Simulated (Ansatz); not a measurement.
Total energies of `[NH2][Ga]([OH])[Br]`.

```json
{"atom": "N1", "x (Å)": "-0.8705", "y (Å)": "0.7278", "z (Å)": "0.5913"}
{"atom": "Ga2", "x (Å)": "0.3570", "y (Å)": "-0.4850", "z (Å)": "0.0610"}
{"atom": "O3", "x (Å)": "1.3050", "y (Å)": "-0.3601", "z (Å)": "-1.4359"}
{"atom": "Br4", "x (Å)": "0.8371", "y (Å)": "-2.2569", "z (Å)": "1.3961"}
{"atom": "H5", "x (Å)": "-1.2616", "y (Å)": "1.4153", "z (Å)": "-0.0299"}
{"atom": "H6", "x (Å)": "-1.4711", "y (Å)": "0.5398", "z (Å)": "1.3762"}
{"atom": "H7", "x (Å)": "1.1042", "y (Å)": "0.4191", "z (Å)": "-1.9588"}
```

The species carries charge 0 and has multiplicity 1. Correlated methods include outer-core shells of Br, Ga, which these sets cover unevenly. Scalar relativity is left out up to krypton. The geometry is a stationary point of PBE0-D4/def2-TZVP. It is one conformer, not always the lowest. Basis def2-TZVPP, Ansatz.

RPA on PBE orbitals: Hartree–Fock energy of these orbitals -4626.83821 Eh, correlation -1.43641 Eh (frozen core).

```tsv
functional	energy without D4 (Eh)	D4 term (kJ/mol)
revPBE	-4630.55756	-37.0
BLYP	-4631.02880	-31.3
r2SCAN	-4630.87579	-3.4
B97M-V	-4630.09774	–
PBE0	-4630.27128	-12.6
B3LYP	-4631.04449	-24.1
r2SCANh	-4630.85644	-3.7
HSE06 (plane-wave form)	-4630.26931	-12.0
BHLYP	-4630.86261	-21.4
CAM-B3LYP	-4631.16450	-13.1
ωB97X-V	-4630.50986	–
ωB97M-V	-4630.67628	–
B2PLYP	-4630.13165	–
PBE-QIDH	-4629.61388	–
```

(1) Give the same for LDA (SPW92), PBE, r2SCAN0, LC-ωPBE. (An estimate is asked.)

B3LYP takes the VWN-RPA correlation (the form of Gaussian; ORCA's B3LYP/G). HSE06 is the plane-wave form, built on full-range PBE exchange. The double hybrids freeze the cores in their second-order part.

Results:

(1) Computed: 
| functional | energy without D4 (Eh) | D4 term (kJ/mol) |
| --- | --- | --- |
| LDA (SPW92) | -4623.38718 | – |
| PBE | -4630.13983 | -14.7 |
| r2SCAN0 | -4630.82914 | -4.2 |
| LC-ωPBE | -4630.28596 | – |

LC-ωPBE has ω = 0.4 bohr⁻¹.
